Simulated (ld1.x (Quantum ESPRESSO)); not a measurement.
# What one change does to a pseudopotential (phosphorus (P), TM)

- Element: phosphorus
- Generator: ld1.x (Quantum ESPRESSO) 7.5
- Type: norm-conserving Troullier–Martins (Kleinman–Bylander form)
- Functional: PW91
- Relativity: non-relativistic
- Frozen core: [Ne]
- Valence charge: 5
- Reference configuration: 3s2 3p0 (charge +3)
- Partial waves: 3s (bound): rc 1.10 bohr; 3p (bound, empty): rc 1.65 bohr
- Local potential: all-electron potential smoothed inside 1.50 bohr (lloc = -1)
- Core correction: none

All-electron outer shells of the reference configuration (PW91, non-relativistic, ld1.x):

```tsv
shell	level (eV)	outermost node (bohr)	outermost maximum (bohr)
3s	-45.59	0.65	1.48
3p	-35.45	0.63	1.60
```

Change: wave 3p (bound): rc 1.65 bohr becomes 3p (bound): rc 1.12 bohr.

Cutoffs: the cutoffs (Ry, on a coarse ladder) from which the occupation-weighted sum of valence levels, in a spherical-Bessel basis at the reference potential, stays within 10 and 1 mRy of its value at 400 Ry; they do not see the model core or the augmentation charge, which bear on the density cutoff. Errors are all-electron minus pseudo energies relative to the spin-unpolarised reference configuration.

Q: What does the change do?

A: The potential gets neither clearly harder nor softer (70 Ry and 200 Ry → 70 Ry and 200 Ry); of the 7 tests that both files solve, the error grows in 0 and shrinks in 6 by more than 15 % and 0.3 meV (median size 148.8 → 98.2 meV); neither file shows a bound ghost. Less of the atom is replaced, so other configurations are described better.

| quantity | base | changed |
| --- | --- | --- |
| cutoff, loose | 70 Ry | 70 Ry |
| cutoff, tight | 200 Ry | 200 Ry |
| bound ghosts | none | none |
| error for 3s2 3p3, meV [ΔE -58.84 eV] | +171 | +115 |
| error for 3s2 3p2, meV [ΔE -49.05 eV] | +119 | +76 |
| error for 3s2 3p1, meV [ΔE -29.83 eV] | +46 | +28 |
| error for 3s2 3p2.5, meV [ΔE -55.04 eV] | +149 | +98 |
| error for 3s1 3p0, meV [ΔE 51.97 eV] | +72 | +72 |
| error for 3s0 3p5, meV [ΔE -41.80 eV] | +336 | +146 |
| error for 3s1 3p4, meV [ΔE -50.39 eV] | +216 | +119 |
